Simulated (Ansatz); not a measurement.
Zn₅Cl₆O₂. The state is a triplet with charge 0. Geometry PBE-D4/def2-SVP, that of the neutral singlet; atoms count from 1.

Cartesian coordinates in Å:
```
Zn -1.3416 0.4721 3.3139
Zn 2.0384 -0.0442 -1.6980
Zn 1.2454 0.5353 1.9609
Zn -1.0514 -0.1415 -0.1451
Zn -0.9531 -0.7278 -2.9921
O 0.2090 -0.2745 -1.5656
O -0.5890 0.2623 1.5922
Cl -3.1620 0.4451 4.4018
Cl 3.6570 -0.0572 -3.0800
Cl -1.0499 -1.1946 -5.0604
Cl -2.8428 -0.6392 -1.4536
Cl 2.9350 0.4786 0.5453
Cl 0.9050 0.8856 4.1808
```

At PBE0-D4/def2-SVP a singlet of charge 0 lies 5.12 eV below the triplet at the same geometry. The structure comes from a short search, and lower isomers may exist.

Q: Estimate the Mulliken populations from the PBE0/def2-SVP orbitals of Ansatz.

A: 
```json
{"atom": "Zn1", "charge (e)": "0.73", "spin (α − β)": "0.04", "d electrons": "9.96"}
{"atom": "Zn2", "charge (e)": "0.59", "spin (α − β)": "0.27", "d electrons": "9.95"}
{"atom": "Zn3", "charge (e)": "0.64", "spin (α − β)": "0.15", "d electrons": "9.97"}
{"atom": "Zn4", "charge (e)": "0.65", "spin (α − β)": "0.26", "d electrons": "9.95"}
{"atom": "Zn5", "charge (e)": "0.64", "spin (α − β)": "0.16", "d electrons": "9.95"}
{"atom": "O6", "charge (e)": "-0.65", "spin (α − β)": "0.35", "d electrons": "–"}
{"atom": "O7", "charge (e)": "-0.79", "spin (α − β)": "0.05", "d electrons": "–"}
{"atom": "Cl8", "charge (e)": "-0.34", "spin (α − β)": "0.08", "d electrons": "–"}
{"atom": "Cl9", "charge (e)": "-0.22", "spin (α − β)": "0.30", "d electrons": "–"}
{"atom": "Cl10", "charge (e)": "-0.27", "spin (α − β)": "0.21", "d electrons": "–"}
{"atom": "Cl11", "charge (e)": "-0.32", "spin (α − β)": "0.07", "d electrons": "–"}
{"atom": "Cl12", "charge (e)": "-0.32", "spin (α − β)": "0.04", "d electrons": "–"}
{"atom": "Cl13", "charge (e)": "-0.35", "spin (α − β)": "0.02", "d electrons": "–"}
```
Mulliken values depend strongly on the basis.

Q: Where does the spin sit?

A: Summed by element: Zn 0.88, O 0.41, Cl 0.71, of 2 unpaired in all. Largest on single atoms: O6 0.35, Cl9 0.30, Zn2 0.27.

Q: And the Mayer bond orders between heavy atoms (over 0.3)?

A: Zn1–O7 0.58 (1.89 Å); Zn1–Cl8 0.92 (2.12 Å); Zn1–Cl13 0.43 (2.44 Å); Zn2–O6 0.55 (1.85 Å); Zn2–Cl9 0.81 (2.13 Å); Zn2–Cl12 0.38 (2.47 Å); Zn3–O7 0.58 (1.89 Å); Zn3–Cl12 0.67 (2.20 Å); Zn3–Cl13 0.60 (2.27 Å); Zn4–O6 0.45 (1.90 Å); Zn4–O7 0.63 (1.84 Å); Zn4–Cl11 0.57 (2.27 Å); Zn5–O6 0.53 (1.89 Å); Zn5–Cl10 0.86 (2.12 Å); Zn5–Cl11 0.45 (2.44 Å).
